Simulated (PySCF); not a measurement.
# MLi cations for M along the alkali metals

PBE0 with double-zeta basis sets in PySCF, for the lowest determinant that a PBE0 search found; no spin–orbit coupling. De refers to high-spin ground-configuration atoms (the charge goes to the atom of lower measured ionisation energy or higher electron affinity, which is not always the lowest computed limit). A positive dipole points towards Li; it is taken about the centre of mass and depends on that origin.

```tsv
M	basis	charged atom	state (unpaired electrons)	Re (Å)	ωe (cm⁻¹)	De (eV)	μ (D)
Li	aug-cc-pVDZ	Li+	doublet (σ ↑)	3.117	251	1.28	n/a
Na	aug-pcseg-1	Na+	doublet (σ ↑)	3.402	176	0.98	3.80
K	aug-pcseg-1	K+	doublet (σ ↑)	3.877	144	0.56	3.44
Rb	def2-SVPD	Rb+	doublet (σ ↑)	4.099	127	0.48	4.72
Cs	def2-SVP	Cs+	doublet (σ ↑)	4.333	115	0.38	4.68
```

The shortest bond is that of Li₂⁺ (3.117 Å), the longest that of CsLi⁺ (4.333 Å).

The rows differ in basis set, which adds steps of its own.

Down a group the atoms grow and get heavier, so bonds lengthen and wavenumbers fall; this series shows no clear exception.

Weak bonds: CsLi⁺, RbLi⁺. Basis-set superposition, not corrected here, can be much of De in a small basis, most of all at correlated wavefunction levels. Spin–orbit coupling is left out. For an ion De counts to the pair picked by the measured ionisation energies or electron affinities, which need not be the lowest pair at this level. States were picked by a PBE0 search and need not be the measured ground states.
